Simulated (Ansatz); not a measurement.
Start from `C=C(I)BC` and change one atom or group to get `C=CI`.

Ansatz, PBE0-D4/def2-TZVP geometries, multiplicity 1. Each molecule was computed in one conformer, which needn't be the lowest.

Elements past krypton have def2 core potentials.

```csv
property,`C=C(I)BC`
LUMO energy (B3LYP/def2-TZVPP) / eV,-2.25
HOMO–LUMO gap (PBE/def2-TZVPP) / eV,3.05
HOMO energy (ωB97M-V/def2-TZVPP) / eV,-9.20
HOMO–LUMO gap (PBE0/def2-TZVPP) / eV,5.04
LUMO energy (PBE/def2-TZVPP) / eV,-3.01
size of the dipole moment (ωB97M-V/def2-TZVPP) / D,1.24
```

(1) What does the change do to each property? (Best estimate.)

Answers

(1) The calculation gave: 
```csv
property,`C=CI`,shift
LUMO energy (B3LYP/def2-TZVPP) / eV,-0.87,1.38
HOMO–LUMO gap (PBE/def2-TZVPP) / eV,4.48,1.43
HOMO energy (ωB97M-V/def2-TZVPP) / eV,-9.18,0.02
HOMO–LUMO gap (PBE0/def2-TZVPP) / eV,6.48,1.44
LUMO energy (PBE/def2-TZVPP) / eV,-1.54,1.47
size of the dipole moment (ωB97M-V/def2-TZVPP) / D,1.30,0.06
```

Dipoles are sizes alone; their direction can turn.

B3LYP here is the variant with VWN-RPA as its local correlation; programs differ in this.

Spin–orbit coupling is left out; it splits and shifts lone-pair levels of the heavy atoms by tenths of an eV.
